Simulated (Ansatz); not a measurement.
This triplet is an excited state, 3.28 eV above the relaxed singlet at the level frozen-core CCSD(T)/cc-pVTZ // B3LYP-D3(BJ)/def2-TZVP (Ansatz, a quantum-chemistry and plane-wave program).

Species: HFGeO, SMILES `[OH][Ge][F]` (excited triplet; H–O–Ge–F torsion 98°) (charge 0, multiplicity 3).

### Question
Give a relaxed geometry from B3LYP-D3(BJ)/def2-TZVP in Ansatz.

### Answer
Several could match; the one computed here: the end point of this relaxation, one of several conformers (outside a Z-matrix the atoms follow the SMILES, hydrogens last).
Z-matrix (Å, degrees):
```
Ge
F 1 1.7649
O 1 1.8148 2 115.25
H 3 0.9674 1 109.55 2 -98.19
```
